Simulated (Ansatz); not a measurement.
Start from `SB(Cl)Br` and change one element to get `[SH][Al]([Cl])[Br]`.

Ansatz, PBE0-D4/def2-TZVP geometries, multiplicity 1. Each molecule was computed in one conformer, which needn't be the lowest.

Scalar relativity is left out up to krypton.

```
                                                                                  property  `SB(Cl)Br`
                                                       HOMO–LUMO gap (PBE/def2-TZVPP) / eV        4.76
                                                         LUMO energy (PBE/def2-TZVPP) / eV       -2.33
                                                         HOMO energy (PBE/def2-TZVPP) / eV       -7.09
ideal-gas entropy at 298 K and 1 bar (rigid rotor, harmonic PBE0-D4/def2-TZVP) / J/(mol·K)         322
                                                       HOMO energy (B3LYP/def2-TZVPP) / eV       -8.04
                                          size of the dipole moment (B3LYP/def2-TZVPP) / D        1.14
```

(1) Give the same properties after the change, and the shifts. (Best estimate.)

Answers

(1) Ansatz gave: 
```csv
property,`[SH][Al]([Cl])[Br]`,shift
HOMO–LUMO gap (PBE/def2-TZVPP) / eV,5.05,0.29
LUMO energy (PBE/def2-TZVPP) / eV,-1.96,0.37
HOMO energy (PBE/def2-TZVPP) / eV,-7.01,0.08
"ideal-gas entropy at 298 K and 1 bar (rigid rotor, harmonic PBE0-D4/def2-TZVP) / J/(mol·K)",350,28
HOMO energy (B3LYP/def2-TZVPP) / eV,-7.96,0.08
size of the dipole moment (B3LYP/def2-TZVPP) / D,1.05,-0.09
```

With PBE0 the HOMO rises by 0.07 eV and the LUMO rises by 0.34 eV, so the gap widens by about 0.27 eV. PBE moves the HOMO by 0.08 eV and ωB97M-V by 0.03 eV. Dipoles are sizes alone; their direction can turn.

B3LYP here is the variant with VWN-RPA as its local correlation; programs differ in this.

Spin–orbit coupling is left out; it splits and shifts lone-pair levels of the heavy atoms by tenths of an eV.
